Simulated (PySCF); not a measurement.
# Electronic structure of Ce³³⁺ (cerium, charge +33) at the UHF level

Configuration: [Ar] 3d7, high-spin 4F determinant. Computed with PySCF 2.14 in an even-tempered Gaussian basis (18 s from 5 bohr⁻², ratio 2.5; 13 p from 6.5 bohr⁻², ratio 2.5; 8 d from 6.5 bohr⁻², ratio 2.5; 4 f from 28 bohr⁻², ratio 2.7; 3 g from 42 bohr⁻², ratio 2.7), with scalar relativity by spin-free X2C-1e.

| Item | Value |
| --- | --- |
| Total energy | -8161.692871 hartree |
| One-electron energy | -9713.6213 hartree |
| Hartree (Coulomb) energy | 1714.1853 hartree |
| Exchange energy | -162.2568 hartree |
| ⟨S²⟩ | 3.7503 |
| ⟨L²⟩ | 12.002 |
| Sum of ⟨r⟩ | 4.583 bohr |
| Sum of ⟨r²⟩ | 1.193 bohr² |

| shell | electrons | mean orbital energy (hartree) | spread (hartree) | rms radius, mean of both spins (bohr) |
| --- | --- | --- | --- | --- |
| 1s α | 1 | -1546.18030 | 0 | 0.0280 |
| 1s β | 1 | -1546.16741 | 0 | 0.0280 |
| 2s α | 1 | -294.58502 | 0 | 0.113 |
| 2s β | 1 | -293.87498 | 0 | 0.113 |
| 2p α | 3 | -269.42752 | 0 | 0.101 |
| 2p β | 3 | -268.72626 | 0 | 0.101 |
| 3s α | 1 | -100.13958 | 0 | 0.286 |
| 3s β | 1 | -99.28123 | 0 | 0.286 |
| 3p α | 3 | -91.97705 | 0 | 0.283 |
| 3p β | 3 | -90.90477 | 0 | 0.283 |
| 3d α | 5 | -81.08150 | 0.21012 | 0.256 |
| 3d β | 2 | -80.51080 | 0 | 0.256 |

Spin-orbit coupling is strong in this species (close to jj coupling), so the high-spin LS determinant is a model state, not a physical level.

Densities and radii are taken from the X2C orbitals without a picture-change correction, which distorts them close to the nucleus.

Spin-orbit constants ζ (cm⁻¹) from the X2C one-electron operator on these orbitals: bare nucleus, nucleus screened by l(l+1)(2l+1)/3 electrons, and screened by the Breit-Pauli mean field of the electrons.

| shell | bare | screened nucleus | mean field |
| --- | --- | --- | --- |
| 2p | 2364000 | 2282000 | 2248000 |
| 3p | 517200 | 499400 | 491700 |
| 3d | 82170 | 68000 | 66640 |

To first order the Landé constant is A = -22210 cm⁻¹, so the lowest level has J = 9/2 and lies 12.4 eV below the centre of the term. This holds in LS coupling only, and this species is close to jj coupling.
